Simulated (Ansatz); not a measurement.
Z-matrix (Å, degrees):
```
C
N 1 1.467
B 1 1.579 2 98.4
H 1 1.103 2 114.4 3 118.9
H 1 1.103 2 114.4 3 -118.8
Si 2 1.727 1 100.6 3 0.1
H 2 1.005 1 121.8 3 179.9
H 3 1.191 1 128.7 2 180.0
H 6 1.496 2 116.3 1 117.4
H 6 1.496 2 116.3 1 -117.6
```

Total charge 0; spin multiplicity 1.

**Question.** List the r2SCAN/def2-TZVPP orbital energies in eV (Ansatz). (An estimate is asked.)

**Answer.** The calculation gave: Occupied: -1790.70, -384.68, -273.54, -180.68, -141.12, -96.01, -95.97, -95.96, -22.86, -17.09, -14.38, -11.99, -11.33, -11.00, -9.47, -8.48, -8.17, -6.51, -5.56. Lowest empty: -2.61, -0.15, 1.06, 1.68, 2.10, 2.56, 2.88, 2.92.
